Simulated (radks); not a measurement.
Values are calculated unless marked as measured or tabulated.
Valence configurations of Zr II (all share [Kr]). Level of theory: scalar-relativistic Kohn-Sham, BLYP, spin-unpolarised, spherical densities, point nucleus (a radial shooting solver on a logarithmic mesh with Libxc functionals). Energies are relative to 4d2 5s1; eigenvalues in eV.

valence          E (eV)    e(4d)   e(5p)    e(5s)
4d2 5s1           0.000   -9.861       -   -9.949
4d3               0.526   -8.129       -        -
4d1 5s1 5p1       4.510  -12.894  -7.438  -11.579
4d2.5 5s0.5       0.158   -8.952       -   -9.489
4d1 5s2           0.429  -11.916       -  -10.938
4d2 5s0.5 5p0.5   1.864  -10.354  -6.534  -10.290
4d0.5 5s1 5p1.5   7.491  -14.486  -8.011  -12.380
4d1 5s0.5 5p1.5   6.595  -13.365  -7.682  -11.882
4d2 5p1           3.757  -10.835  -6.800        -
4d1.5 5s1 5p0.5   2.024  -11.347  -6.853  -10.767

NIST lists [Kr] 4d2 5s1 as the ground configuration; this level of theory agrees among the configurations tried. The energies are those of spherical spin-averaged densities, not of single terms.
